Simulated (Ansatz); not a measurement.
Consider the ligand exchange at the Se–B bond: `C[Se][BH][AlH2]` + `[SiH3][SeH]` → `C[Se][Se][SiH3]` + `[BH2][AlH2]`.

Program: Ansatz. Geometries: PBE0-D4/def2-TZVP. ΔE: electronic, gas phase. CCSD(T)/CBS adds triple-zeta CCSD(T) − MP2 to the extrapolated MP2 energy (def2 sets, frozen cores). This one scheme is used for every species. DFT in def2-TZVPP. B3LYP here is the variant with VWN-RPA as its local correlation; programs differ in this. For Se outer-core shells are correlated without core-valence functions, which leaves a few kJ/mol of doubt a bond. Scalar relativity is left out up to krypton. One conformer a species, not always the lowest.

```json
{"level": "B3LYP-D4", "ΔE (kJ/mol)": "87.5", "difference from CCSD(T)/CBS": "-10.1"}
{"level": "ωB97X-V", "ΔE (kJ/mol)": "92.9", "difference from CCSD(T)/CBS": "-4.7"}
{"level": "ωB97M-V", "ΔE (kJ/mol)": "93.7", "difference from CCSD(T)/CBS": "-3.9"}
{"level": "B2PLYP", "ΔE (kJ/mol)": "95.5", "difference from CCSD(T)/CBS": "-2.1"}
{"level": "PBE", "ΔE (kJ/mol)": "101.2", "difference from CCSD(T)/CBS": "3.6"}
{"level": "PBE0", "ΔE (kJ/mol)": "99.8", "difference from CCSD(T)/CBS": "2.2"}
{"level": "HF/def2-TZVPP", "ΔE (kJ/mol)": "80.5", "difference from CCSD(T)/CBS": "-17.1"}
{"level": "MP2/def2-TZVPP", "ΔE (kJ/mol)": "102.1", "difference from CCSD(T)/CBS": "4.5"}
{"level": "SCS-MP2/def2-TZVPP", "ΔE (kJ/mol)": "95.5", "difference from CCSD(T)/CBS": "-2.1"}
{"level": "CCSD/CBS(def2)", "ΔE (kJ/mol)": "94.4", "difference from CCSD(T)/CBS": "-3.2"}
{"level": "CCSD(T)/CBS", "ΔE (kJ/mol)": "97.6", "difference from CCSD(T)/CBS": "0"}
```

Largest T1 diagnostic among the species: 0.014.

In def2-TZVPP, CCSD(T) changes the Hartree–Fock value by +22.1 kJ/mol (the triples alone add +3.2 kJ/mol) and MP2 by +21.6 kJ/mol. The D4 term adds −4.2 kJ/mol with B3LYP and −2.3 kJ/mol with PBE0; it sums over pairs of atoms, weighted by their polarisabilities, and B3LYP, whose exchange is more repulsive, gets the larger term.
